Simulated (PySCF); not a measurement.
**Radial density of Cr⁺ (chromium, charge +1)**

UHF, [Ar] 3d5, high-spin 6S determinant. Computed with PySCF 2.14 in Sapporo-DKH3-DZP-2012 (6s5p3d1f, 43 functions), with scalar relativity by spin-free X2C-1e.

```tsv
r (bohr)	4πr²ρ (e/bohr)	4πr²(ρα − ρβ)
0.00137	0.2834	0.0000
0.00230	0.7156	-0.0001
0.00386	1.767	-0.0001
0.00650	4.150	-0.0003
0.0109	9.064	-0.0007
0.0184	17.32	-0.0013
0.0309	26.30	-0.0021
0.0520	28.07	-0.0038
0.0875	22.19	-0.0062
0.147	26.91	0.0303
0.248	29.24	0.3799
0.417	12.03	1.6277
0.701	13.07	3.3288
1.18	8.691	3.0369
1.98	1.693	1.1905
3.33	0.1601	0.1564
5.61	0.006177	0.0062
```

Densities and radii are taken from the X2C orbitals without a picture-change correction, which distorts them close to the nucleus.

**Question.** Where is the radial spin density 4πr²(ρα − ρβ) most negative, and why is it negative at all?

**Answer.** Around r = 0.0875 bohr, down to -0.0062 e/bohr: exchange with the open shell polarises the paired shells in an unrestricted calculation.
